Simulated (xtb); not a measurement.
Species: C3H4S3, SMILES `SC1=CS[C@@H]1S` (charge 0, multiplicity 1).

### Question
Give a relaxed geometry from GFN2-xTB (xtb).

### Answer
One answer among several that fit: the end point of this relaxation, one of several conformers (outside a Z-matrix the atoms follow the SMILES, hydrogens last).
Z-matrix (Å, degrees):
```
C
C 1 1.3379
H 2 1.0706 1 134.68
C 1 1.4955 2 100.19 3 -177.92
H 4 1.0883 1 115.41 2 110.54
S 1 1.7484 2 133.63 3 1.11
H 6 1.3315 1 94.66 2 -0.49
S 2 1.7681 3 126.98 1 -178.74
S 4 1.7939 5 106.79 1 -133.64
H 9 1.3325 4 96.11 5 174.20
```
